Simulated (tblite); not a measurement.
What does the GFN2-xTB structure of InChI=1S/C5H10NOP/c1-5(2)8(7)4-3-6/h5,8H,4H2,1-2H3 look like in three dimensions?

```xyz
18
C5H10NOP angstrom
C     -2.0606    0.4850    0.4683
C     -0.7082    0.3356   -0.2175
C     -0.7590   -0.6539   -1.3736
P      0.4437   -0.3162    1.0624
O      0.0987   -1.6213    1.6246
C      2.1538   -0.3065    0.3512
C      2.4477    0.9254   -0.3113
N      2.6539    1.9175   -0.8410
H     -2.8071    0.8665   -0.2258
H     -1.9875    1.1700    1.3132
H     -2.3914   -0.4834    0.8421
H     -0.3456    1.3086   -0.5612
H      0.1858   -0.6723   -1.9155
H     -1.5462   -0.3825   -2.0744
H     -0.9652   -1.6534   -0.9913
H      0.5060    0.7163    2.0028
H      2.8504   -0.4781    1.1780
H      2.2220   -1.1510   -0.3427
```

Any rigid rotation of these coordinates is as good. Atoms count from 1 in this order. The 3 C–C bonds span 1.429 Å (C6–C7, drawn single) to 1.524 Å (C1–C2, drawn single), a spread of 0.095 Å. Of the pairs four or more bonds apart, C7···H12 is among the closest relative to their van der Waals radii: 2.83 Å, 98 % of the sum of Bondi's values. P4 (phosphoryl phosphorus) is distorted tetrahedral (angles from 102.3° to 115.8°).

Bonds between heavy atoms (Å): C1–C2 1.524, C2–C3 1.523, C2–P4 1.841, P4=O5 1.462, P4–C6 1.852, C6–C7 1.429, C7≡N8 1.143.

Structure optimised with GFN2-xTB, isolated species.

Point group: C1 (no symmetry element, even within 0.4 Å). Its GFN2-xTB frequencies are all real (lowest 36 cm⁻¹). The numbers are those of one conformer (C1–C2–P4–O5 61°, C2–P4–C6–C7 46°).

All values are computed, not measured.
